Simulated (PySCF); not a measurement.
**Dipole polarisabilities along group 10**

Calculated with PySCF 2.14 for the ground configurations, without spin-orbit coupling: coupled response for Hartree-Fock and DFT. Mean α in bohr³, C₆ of like pairs in atomic units.

| species | α UHF | α PBE | α PBE0 | α recommended (Schwerdtfeger and Nagle) | C₆ UHF | C₆ PBE | C₆ PBE0 |
| --- | --- | --- | --- | --- | --- | --- | --- |
| Ni [Ar] 3d8 4s2 (aug-cc-pVDZ, non-relativistic) | 64.86 | 49.07 | 52.18 | 49 ± 3 | 568.5 | 390.8 | 424.4 |
| Pd [Kr] 4d10 (aug-cc-pVDZ-PP with ECP28MDF, ECP) | 17.38 | 24.95 | 21.88 | 26.14 ± 0.1 | 100.9 | 139.5 | 125.0 |
| Pt [Xe] 4f14 5d9 6s1 (aug-cc-pVDZ-PP with ECP60MDF, ECP) | 52.47 | 37.12 | 38.56 | 48 ± 4 | 457.5 | 328.1 | 338.5 |

Hartree-Fock lacks correlation. All values carry a basis error, and heavy open shells lack spin-orbit coupling.
